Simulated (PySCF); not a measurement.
Ta(NH)Me3, C₃H₁₀NTa (singlet state).
SMILES: `[CH3][Ta]([CH3])([CH3])=[NH]`

Computed with PySCF, TDDFT PBE0/def2-SVPD, vertical, gas phase, core orbitals frozen in the response, def2 core potentials past Kr. Geometry: PBE0-D3(BJ)/def2-SVP; no solvent, vibrations or thermal averaging. Spin–orbit coupling is left out.

Task: What does the calculation give for the low-lying excited states?

Result: 

```json
{"state": "S1", "E (eV)": "4.63", "ν̃ (cm⁻¹)": "37370", "f": "0.0000", "|μ| (D)": "0.01", "main configurations (H = HOMO, L = LUMO)": "H-1/H→L/L+1 (≥91%)"}
{"state": "S2", "E (eV)": "4.81", "ν̃ (cm⁻¹)": "38790", "f": "0.0009", "|μ| (D)": "0.23", "main configurations (H = HOMO, L = LUMO)": "H-1/H→L/L+1 (≥87%)"}
{"state": "S3", "E (eV)": "4.81", "ν̃ (cm⁻¹)": "38810", "f": "0.0009", "|μ| (D)": "0.23", "main configurations (H = HOMO, L = LUMO)": "H-1/H→L/L+1 (≥87%)"}
{"state": "S4", "E (eV)": "5.20", "ν̃ (cm⁻¹)": "41920", "f": "0.0050", "|μ| (D)": "0.51", "main configurations (H = HOMO, L = LUMO)": "H-1/H→L/L+1 (≥86%)"}
{"state": "S5", "E (eV)": "5.33", "ν̃ (cm⁻¹)": "43020", "f": "0.0000", "|μ| (D)": "0.02", "main configurations (H = HOMO, L = LUMO)": "H-3/H-2→L/L+1 (≥92%)"}
{"state": "S6", "E (eV)": "5.54", "ν̃ (cm⁻¹)": "44680", "f": "0.013", "|μ| (D)": "0.79", "main configurations (H = HOMO, L = LUMO)": "H-3/H-2→L/L+1 (≥90%)"}
{"state": "S7", "E (eV)": "5.54", "ν̃ (cm⁻¹)": "44680", "f": "0.014", "|μ| (D)": "0.81", "main configurations (H = HOMO, L = LUMO)": "H-3/H-2→L/L+1 (≥90%)"}
{"state": "S8", "E (eV)": "5.79", "ν̃ (cm⁻¹)": "46690", "f": "0.049", "|μ| (D)": "1.49", "main configurations (H = HOMO, L = LUMO)": "H-3/H-2→L/L+1 (≥88%)"}
{"state": "S9", "E (eV)": "6.01", "ν̃ (cm⁻¹)": "48460", "f": "0.0029", "|μ| (D)": "0.36", "main configurations (H = HOMO, L = LUMO)": "H-1/H→L+2 (≥82%), H-1/H→L+3 (≥12%)"}
{"state": "S10", "E (eV)": "6.01", "ν̃ (cm⁻¹)": "48510", "f": "0.0029", "|μ| (D)": "0.35", "main configurations (H = HOMO, L = LUMO)": "H-1/H→L+2 (≥82%), H-1/H→L+3 (≥12%)"}
```

Triplets (Tamm–Dancoff): T1 4.18 eV, H-1/H→L/L+1 (≥83%); T2 4.36 eV, H-1/H→L/L+1 (≥74%); T3 4.36 eV, H-1/H→L/L+1 (≥74%); T4 4.48 eV, H-1/H→L/L+1 (≥87%).

The lowest singlet comes at 268 nm (447 kJ/mol) in the ultraviolet; it is dark (f under 0.0005); its leading configuration is HOMO-1/HOMO→LUMO/LUMO+1 (≥91%). The most intense listed level is S8 at 5.79 eV (214 nm, f = 0.049), 1.16 eV above S1. S2/S3, S6/S7 and S9/S10 lie within about 0.01 eV of each other in each set. For S1 the Löwdin share of tantalum is 22% in HOMO and 62% in LUMO+1; for S8 the Löwdin share of tantalum is 32% in HOMO-3 and 62% in LUMO+1. The listed states span 1.38 eV, and the widest gap between neighbours is 0.39 eV (S3 to S4). Weighted by f, the mean energy of these states is 5.67 eV. Orbitals of the list HOMO-3 to LUMO+2 that lie within 0.01 eV of each other are written together with a slash and their weights summed (≥ marks a lower bound); for degenerate orbitals outside that list single weights are arbitrary. Singlets were solved by full linear response, triplets in the Tamm–Dancoff approximation.
